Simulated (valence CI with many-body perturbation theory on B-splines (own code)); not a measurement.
**Br XXX: one-electron terms**

Method: valence CI with perturbative core correlation (CI+MBPT): four valence electrons over a frozen Dirac-Fock core [He], radial functions for each j: 11 s, 11 p, 10 d, 8 f, 5 g, 2 h, with the one-electron correlation potential Σ1, the two-electron term Σ2, the three-electron term Σ3, Breit, model QED; selected CI, second order for the rest, scaled by the run's own slope (own B-spline code, finite nucleus).

No measured spectrum was set against this ion. As an estimate, large intervals hold to a few tenths of a per cent, small ones and those within an open d or f shell to about a per cent. Among the levels kept, up to 1100 cm⁻¹ of a level comes from second order outside the variational space, and about a tenth of that is noise between levels of different J, which matters for small intervals.

These are the spectroscopic orbitals of the CI (the correlating ones are not listed), shaped by the core and the other valence electrons. h is the expectation value of the core's Dirac-Fock operator, without the valence repulsion; Σ1 is computed up to l = 3 at one energy for each symmetry, that of its lowest orbital but kept below the first core excitation, so for empty shells it is not the orbital's own correlation shift; Breit and QED include the response of the core, and the two lowest orbitals of each symmetry also the frequency dependence of Breit exchange, which makes a step in that column.

| Orbital | h (hartree) | Σ1 (cm⁻¹) | Breit (cm⁻¹) | QED (cm⁻¹) | ⟨r⟩ (bohr) |
| --- | --- | --- | --- | --- | --- |
| 2s1/2 | -142.17 | -1186 | 10693 | 10079 | 0.1785 |
| 3s1/2 | -62.278 | -277 | 2941 | 2859 | 0.4150 |
| 4s1/2 | -34.727 | -106 | 1172 | 1157 | 0.7539 |
| 5s1/2 | -22.107 | -51.9 | 585 | 580 | 1.192 |
| 6s1/2 | -15.296 | -29.3 | 334 | 332 | 1.730 |
| 7s1/2 | -11.209 | -18.2 | 208 | 207 | 2.367 |
| 2p1/2 | -139.6 | -2828 | 20960 | -462 | 0.1515 |
| 3p1/2 | -61.524 | -609 | 5636 | -139 | 0.3923 |
| 4p1/2 | -34.412 | -230 | 2264 | -57.3 | 0.7348 |
| 5p1/2 | -21.946 | -112 | 1133 | -29.0 | 1.177 |
| 6p1/2 | -15.204 | -63.4 | 647 | -16.7 | 1.718 |
| 7p1/2 | -11.15 | -39.3 | 404 | -10.4 | 2.359 |
| 2p3/2 | -137.43 | -2546 | 8884 | 484 | 0.1548 |
| 3p3/2 | -60.884 | -549 | 2346 | 124 | 0.3970 |
| 4p3/2 | -34.143 | -208 | 982 | 49.8 | 0.7409 |
| 5p3/2 | -21.809 | -101 | 491 | 24.9 | 1.184 |
| 6p3/2 | -15.124 | -57.2 | 280 | 14.2 | 1.728 |
| 7p3/2 | -11.101 | -35.5 | 175 | 8.9 | 2.369 |
| 3d3/2 | -60.523 | -240 | 181 | -35.4 | 0.3398 |
| 4d3/2 | -33.99 | -101 | 98.1 | -13.3 | 0.6870 |
| 5d3/2 | -21.731 | -52.0 | 52.9 | -6.5 | 1.134 |
| 6d3/2 | -15.079 | -30.1 | 32.0 | -3.7 | 1.680 |
| 7d3/2 | -11.072 | -18.9 | 20.7 | -2.3 | 2.325 |
| 3d5/2 | -60.327 | -232 | 57.5 | 52.2 | 0.3414 |
| 4d5/2 | -33.908 | -97.6 | 30.9 | 23.2 | 0.6890 |
| 5d5/2 | -21.689 | -50.0 | 16.1 | 12.1 | 1.136 |
| 6d5/2 | -15.055 | -28.9 | 9.7 | 7.0 | 1.683 |
| 7d5/2 | -11.057 | -18.2 | 6.3 | 4.5 | 2.329 |
| 4f5/2 | -33.838 | -19.6 | 0.9 | -9.3 | 0.5967 |
| 5f5/2 | -21.656 | -11.0 | 0.8 | -4.7 | 1.045 |
| 6f5/2 | -15.037 | -6.7 | 0.5 | -2.7 | 1.594 |
| 7f5/2 | -11.046 | -4.3 | 0.4 | -1.7 | 2.241 |
| 4f7/2 | -33.798 | -19.3 | 0.2 | 7.7 | 0.5976 |
| 5f7/2 | -21.636 | -10.9 | 0.2 | 4.1 | 1.046 |
| 6f7/2 | -15.025 | -6.6 | 0.1 | 2.4 | 1.595 |
| 7f7/2 | -11.038 | -4.3 | 0.1 | 1.5 | 2.243 |
| 5g7/2 | -21.625 |  | 0.0 | -2.9 | 0.9150 |
| 6g7/2 | -15.018 |  | 0.0 | -1.7 | 1.464 |
| 7g7/2 | -11.034 |  | 0.0 | -1.0 | 2.113 |
| 5g9/2 | -21.613 |  | 0.0 | 2.3 | 0.9157 |
| 6g9/2 | -15.011 |  | 0.0 | 1.3 | 1.465 |
| 7g9/2 | -11.029 |  | 0.0 | 0.8 | 2.114 |
| 6h9/2 | -15.011 |  |  |  | 1.299 |
| 6h11/2 | -15.006 |  |  |  | 1.299 |

Among the shells of the start configuration 2s2 2p2, Σ1 is largest in size for 2p1/2, where it is 0.0092 % of h.

Lowest root of each symmetry, sizes in configuration state functions:

```
J  Parity  Roots  Reference  Variational  Second order  Change by selected CI (cm⁻¹)  Change by second order (cm⁻¹)
0    even     18         55        28609         92084                        -16207                             -1
1    even     33        129        31989        283156                        -15102                           -271
2    even     36        156        31984        493215                        -16364                           -413
3    even     21        128        32226        473022                        -19601                           -617
4    even      9         86        35693        430979                        -14420                           -122
5    even      3         47        43263        200022                        -16676                            -20
0     odd     13         52        28103         59979                        -20198                             -2
1     odd     32        136        31993        277480                        -19869                           -154
2     odd     31        155        31942        411110                        -11489                           -209
3     odd     18        122        31829        505690                        -17657                           -459
4     odd      8         74        34953        405570                        -21087                           -243
5     odd      2         32        36522        257308                        -26716                            -37
```
